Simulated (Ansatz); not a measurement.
The same path of C$_{2}$H$_{10}$ClNSi$_{2}$ (16 atoms, charge 0, multiplicity 1) was run twice with different band settings. The coordinate that changes most is the height of N6 over the plane of its neighbours.

All numbers below come from RKS PBE0-D4/6-31G* (Ansatz 0.2.0).

Relaxed end points:

```xyz
16
Properties=species:S:1:pos:R:3
C -0.338 -1.210 1.481
Si 0.024 -0.438 -0.184
Si 2.275 -0.581 -0.811
Cl -1.077 -1.490 -1.631
C -0.612 1.342 -0.248
N -2.040 1.349 0.051
H -0.151 -2.288 1.479
H -1.387 -1.027 1.735
H 0.288 -0.752 2.256
H 2.730 -2.000 -0.825
H 3.122 0.173 0.160
H 2.486 0.005 -2.166
H -0.320 1.824 -1.198
H -0.084 1.884 0.550
H -2.548 0.884 -0.696
H -2.390 2.302 0.090
```

```xyz
16
Properties=species:S:1:pos:R:3
C -0.408 -1.062 1.469
Si 0.021 -0.369 -0.224
Si 2.280 -0.673 -0.756
Cl -1.108 -1.454 -1.621
C -0.566 1.432 -0.381
N -2.000 1.640 -0.179
H -0.187 -2.132 1.524
H -1.473 -0.929 1.689
H 0.171 -0.555 2.250
H 2.658 -2.114 -0.697
H 3.130 0.074 0.219
H 2.571 -0.153 -2.122
H -0.294 1.822 -1.369
H -0.016 2.052 0.341
H -2.526 1.078 -0.845
H -2.277 1.320 0.745
```

Common settings: movable images 5; climbing image yes; optimiser quadratic models (default); start path IDPP; force threshold 0.05 eV/Å; end points relaxed.

| run | spring | iteration limit |
| --- | --- | --- |
| 1 | 5.0 eV/Å² | 38 |
| 2 | 20.0 eV/Å² | 36 |

(1) What does each run give, and how far can it be trusted?

Answers

(1) Run 1: converged after 5 iterations, highest image 0.233 eV above the first end. A vibrational analysis at the climbing image gives one clearly imaginary mode, 695i cm⁻¹: a first-order saddle point.
Run 2: converged after 5 iterations, highest image 0.233 eV above the first end. Another band between the same ends (5 images) ends at a top of the same energy, where a vibrational analysis finds 1 clearly imaginary mode.
